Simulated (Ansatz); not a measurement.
cis-PdH2(NH3)2 (PdN2H8), relaxed as a singlet with RKS r2SCAN-D4/def2-SVP in Ansatz, starting from the GFN2-xTB geometry. Force threshold 0.02 eV/Å.

In the def2 sets Pd takes a core potential; there is no spin–orbit coupling.

Start:

```csv
atom,x (Å),y (Å),z (Å)
N1,0.482,1.453,-0.758
N2,-0.978,-1.394,-0.160
Pd3,0.489,-0.062,0.906
H4,0.624,-0.978,2.082
H5,1.446,0.721,1.750
H6,-0.209,2.157,-0.500
H7,0.297,1.125,-1.701
H8,1.406,1.881,-0.728
H9,-1.440,-1.925,0.576
H10,-0.434,-2.038,-0.732
H11,-1.682,-0.940,-0.735
```

| step | energy (eV) | largest force component (eV/Å) | SCF passes |
| --- | --- | --- | --- |
| 1 | -6588.1500 | 0.981 | 27 |
| 2 | -6588.2003 | 0.259 | 30 |
| 3 | -6588.2124 | 0.092 | 31 |
| 4 | -6588.2164 | 0.028 | 31 |
| 5 | -6588.2177 | 0.211 | 30 |
| 6 | -6588.2204 | 0.085 | 32 |
| 7 | -6588.2219 | 0.006 | 31 |
| 8 (rejected) | -6588.2157 | 0.356 | 30 |
| 9 | -6588.2229 | 0.046 | 31 |
| 10 | -6588.2230 | 0.105 | 31 |
| 11 | -6588.2237 | 0.030 | 33 |
| 12 | -6588.2238 | 0.001 | 32 |
| 13 | -6588.2239 | 0.014 | 31 |
| 14 (rejected) | -6588.2239 | 0.036 | 31 |
| 15 | -6588.2240 | 0.009 | 32 |

Force components are those of the run's own axes.

End:

```xyz
11

N     0.427    1.523   -0.704
N    -0.915   -1.459   -0.183
Pd    0.465   -0.062    0.846
H     0.634   -1.026    2.036
H     1.434    0.752    1.725
H     0.118    2.383   -0.246
H    -0.124    1.427   -1.559
H     1.394    1.686   -0.990
H    -1.683   -1.649    0.462
H    -0.416   -2.343   -0.299
H    -1.334   -1.233   -1.087
```

By distances, no bond broke or formed. The bond that changes most is Pd3–H4, from 1.50 to 1.54 Å (atoms count from 1).

The force fell under the threshold at step 7, but the optimiser went on and released 0.002 eV more. No frequencies were taken in this run, so the end may be a saddle point.

Hardware: 2 threads of Intel Xeon Platinum 8375C on a shared host. Wall time 37 s.
